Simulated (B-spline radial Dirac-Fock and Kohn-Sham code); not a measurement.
## Relativistic shifts of the levels of Ar⁵⁺

System: the Ar⁵⁺ ion, configuration [Ne] 3s2 3p1.

Both columns are ΔSCF binding energies of the configuration average from an atomic code on a B-spline grid: non-relativistic Hartree-Fock with a point nucleus, and Dirac-Fock with a finite nucleus and the Coulomb interaction alone, averaged over the two j levels with weights 2j+1.

```csv
shell,Hartree-Fock (eV),Dirac-Fock (eV),shift (eV),shift (%)
1s,3297.2,3311.1,+13.90,+0.42
2s,420.3,422.8,+2.49,+0.59
2p,344.3,344.4,+0.15,+0.04
3s,104.7,105.1,+0.39,+0.37
3p,90.12,90.16,+0.04,+0.05
```

Relativity binds 1s, 2s, 2p, 3s, 3p more strongly, among those listed most of all 2s in relative terms.

Values without a named source are computed, but for edge energies of neutral atoms, which are taken from tables.
